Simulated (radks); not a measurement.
The bismuth anion Bi3-, [Rn], held by a Watson sphere: a shell of charge +3 at radius R that stands for the Madelung well of a crystal (potential energy -3/R inside, -3/r outside, in hartree with lengths in bohr). All-electron calculation, scalar-relativistic Kohn-Sham, LDA (Slater exchange, VWN5 correlation), spin-polarised, spherical densities, finite nucleus; Fermi nuclear charge, rms radius of each element as measured or else 0.836 A^(1/3) + 0.57 fm. Program: a radial shooting solver on a logarithmic mesh with Libxc functionals. Response by self-consistent Sternheimer equations with the Hartree and adiabatic LDA kernel, the relativistic mass of each level held fixed and spin-orbit coupling left out. The sphere does not respond.

[
 {"R (bohr)": "2.86", "e(5d) (eV)": "-26.740", "e(6s) (eV)": "-15.926", "e(6p) (eV)": "-6.583", "<r> 6p (bohr)": "2.974", "sum of <r^2> (bohr^2)": "104.8", "X-ray form factor at sin(theta)/lambda = 0.1 1/angstrom": "79.768", "alpha (bohr^3)": "63.75"},
 {"R (bohr)": "3.42", "e(5d) (eV)": "-25.576", "e(6s) (eV)": "-14.468", "e(6p) (eV)": "-5.730", "<r> 6p (bohr)": "3.201", "sum of <r^2> (bohr^2)": "115.2", "X-ray form factor at sin(theta)/lambda = 0.1 1/angstrom": "79.426", "alpha (bohr^3)": "89.64"},
 {"R (bohr)": "3.71", "e(5d) (eV)": "-25.177", "e(6s) (eV)": "-13.880", "e(6p) (eV)": "-5.309", "<r> 6p (bohr)": "3.317", "sum of <r^2> (bohr^2)": "120.8", "X-ray form factor at sin(theta)/lambda = 0.1 1/angstrom": "79.266", "alpha (bohr^3)": "107.2"},
 {"R (bohr)": "3.86", "e(5d) (eV)": "-25.005", "e(6s) (eV)": "-13.614", "e(6p) (eV)": "-5.101", "<r> 6p (bohr)": "3.377", "sum of <r^2> (bohr^2)": "123.8", "X-ray form factor at sin(theta)/lambda = 0.1 1/angstrom": "79.190", "alpha (bohr^3)": "117.6"},
 {"R (bohr)": "5.41", "e(5d) (eV)": "-23.951", "e(6s) (eV)": "-11.924", "e(6p) (eV)": "-3.423", "<r> 6p (bohr)": "3.960", "sum of <r^2> (bohr^2)": "157.0", "X-ray form factor at sin(theta)/lambda = 0.1 1/angstrom": "78.612", "alpha (bohr^3)": "289.3"},
 {"R (bohr)": "5.84", "e(5d) (eV)": "-23.786", "e(6s) (eV)": "-11.669", "e(6p) (eV)": "-3.091", "<r> 6p (bohr)": "4.110", "sum of <r^2> (bohr^2)": "167.1", "X-ray form factor at sin(theta)/lambda = 0.1 1/angstrom": "78.517", "alpha (bohr^3)": "364.6"},
 {"R (bohr)": "6.43", "e(5d) (eV)": "-23.604", "e(6s) (eV)": "-11.402", "e(6p) (eV)": "-2.708", "<r> 6p (bohr)": "4.312", "sum of <r^2> (bohr^2)": "181.8", "X-ray form factor at sin(theta)/lambda = 0.1 1/angstrom": "78.425", "alpha (bohr^3)": "495.7"},
 {"R (bohr)": "6.49", "e(5d) (eV)": "-23.588", "e(6s) (eV)": "-11.379", "e(6p) (eV)": "-2.673", "<r> 6p (bohr)": "4.332", "sum of <r^2> (bohr^2)": "183.4", "X-ray form factor at sin(theta)/lambda = 0.1 1/angstrom": "78.418", "alpha (bohr^3)": "511.2"},
 {"R (bohr)": "6.54", "e(5d) (eV)": "-23.575", "e(6s) (eV)": "-11.361", "e(6p) (eV)": "-2.645", "<r> 6p (bohr)": "4.348", "sum of <r^2> (bohr^2)": "184.7", "X-ray form factor at sin(theta)/lambda = 0.1 1/angstrom": "78.412", "alpha (bohr^3)": "524.4"}
]
